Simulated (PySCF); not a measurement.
A structure optimised at PBE-D3(BJ)/def2-SVP, used in a PySCF frequency run:

```
In
C 1 2.1600
H 2 1.1047 1 109.08
H 2 1.1061 3 110.83 1 -118.94
H 2 1.1061 3 110.80 4 -122.21
Cl 1 2.3709 2 122.72 3 -179.31
Br 1 2.5059 2 125.06 3 0.63
```

Question: Write its SMILES and formula.

Answer: [CH3][In]([Cl])[Br], CH3BrClIn

Question: What are its rotational constants (standard atomic weights)?

Answer: 2.5676, 1.0460, 0.74683 GHz
